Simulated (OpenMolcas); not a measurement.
Cu2+ (d9) among equal point charges was computed by CASSCF with the d shell active (OpenMolcas, ANO-RCC-VTZP on the metal). Its lowest spin-free states, and all those of the highest spin:

| 2S+1 | Degeneracy | E (cm-1) |
| --- | --- | --- |
| 2 | 3 | 0.0 |
| 2 | 2 | 1294 |

**Question.** Is the site octahedral, tetrahedral or cube-like, axial, or of lower symmetry?

**Answer.** The states with 2S+1 = 2 have orbital degeneracies 3, 2. Threefold states need a cubic site. For d9 at this spin an octahedron puts the twofold E below the threefold T2 and a tetrahedron or cube puts the threefold T2 below the twofold E, so the site is a tetrahedron or a cube, which this pattern cannot tell apart. The first gap at this spin, 1290 cm-1, is |10Dq| in ligand-field theory. The run had Cu2+ among 4 point charges of -3 e arranged as a tetrahedron (Td), 1.97 Å from the ion.

An orbital triplet at a regular site is open to Jahn-Teller coupling, which can distort the site and quench the lowest spin-orbit gaps and is left out. The ground term spreads over less than 5000 cm-1, several times less than with real ligands, so orbital moments are less quenched and χT lies further from the spin-only value than at real sites. Point charges carry no covalency, so the field is a model and not that of real ligands. No measured value stands beside these numbers.
